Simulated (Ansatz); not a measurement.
Geometry optimisation, Ansatz 0.2.0, RKS PBE-D4/def2-SVP.

Input:

```yaml
crystal:
  periodic: [false, false, false]
  atoms:
    - { symbol: B, position_ang: [0.0, 0.0, 0.0] }
    - { symbol: "N", position_ang: [0.0, 0.0, 1.9] }
    - { symbol: H, position_ang: [-0.877, -0.2713, 2.43] }
    - { symbol: H, position_ang: [0.877, 0.2713, 2.43] }
    - { symbol: Cl, position_ang: [1.6108, 0.0, -0.93] }
    - { symbol: "N", position_ang: [-1.3423, 0.0, -0.775] }
    - { symbol: H, position_ang: [-2.0112, -0.8164, -0.6764] }
    - { symbol: H, position_ang: [-1.5914, 0.8164, -1.4036] }
    - { symbol: O, position_ang: [0.3597, -1.5824, 0.5392] }
    - { symbol: Si, position_ang: [-0.455, -2.9718, 0.0612] }
    - { symbol: H, position_ang: [0.5123, -4.0109, -0.2798] }
    - { symbol: H, position_ang: [-1.3049, -3.4383, 1.1527] }
    - { symbol: H, position_ang: [-1.2812, -2.6752, -1.1055] }
    - { symbol: H, position_ang: [0.2409, -1.0597, 1.5734] }
basis:
  gaussian: { orbitals: def2-SVP }
hamiltonian:
  xc: pbe
  dispersion: d4
relax:
  f_tol: 0.15
  max_steps: 25
  restrain:
    - { distance: [0, 8], at: 2.61, k: 30.0 }
    - { distance: [13, 1], at: 2.26, k: 30.0 }
    - { distance: [0, 1], at: 1.55, k: 30.0 }
    - { distance: [13, 8], at: 1.01, k: 30.0 }
```

Run as:

```bash
$ ansatz run input.yaml --threads 4 --pin off --max-ram 5120MiB --backend cpu --events-out ev --progress --plain --runs-dir out
```

Q: Where does it end, and by what steps?

A: It converged. The restraints hold the end off the free minimum; the threshold counts their pulls, which the force column leaves out. Restrained pairs: B1–O9 (1.71 → 2.63 Å), N2–H14 (1.13 → 2.25 Å), B1–N2 (1.90 → 1.49 Å), O9–H14 (1.16 → 0.99 Å). After 11 steps the energy has fallen by 3.255 eV (the restraints' own energy left out); H8 moved furthest, 0.96 Å.

```csv
step,energy less start (eV),largest force component (eV/Å),accepted
0,0.0000,3.708,yes
1,-0.1015,2.663,yes
2,-0.2134,2.214,yes
3,-0.9405,2.137,yes
4,-2.0634,1.540,yes
5,-2.6174,1.231,yes
6,-2.8856,1.599,yes
7,-3.0552,1.621,yes
8,-3.1803,1.838,yes
9,-3.2399,1.756,yes
10,-3.1957,1.517,no
11,-3.2555,1.684,yes
```

```xyz
14
Properties=species:S:1:pos:R:3
B -0.068 0.338 0.277
N -0.102 0.394 1.768
H -0.984 0.436 2.280
H 0.690 0.791 2.275
Cl 1.452 0.785 -0.550
N -1.234 0.093 -0.479
H -2.123 -0.182 -0.064
H -1.182 -0.044 -1.486
O 0.673 -2.182 0.396
Si -0.454 -3.338 -0.072
H 0.275 -4.591 -0.466
H -1.417 -3.654 1.047
H -1.263 -2.871 -1.254
H 0.475 -1.714 1.246
```

Run time: 22 s on 4 threads of Arm Neoverse V2 (shared host), peak memory 0.2 GiB.
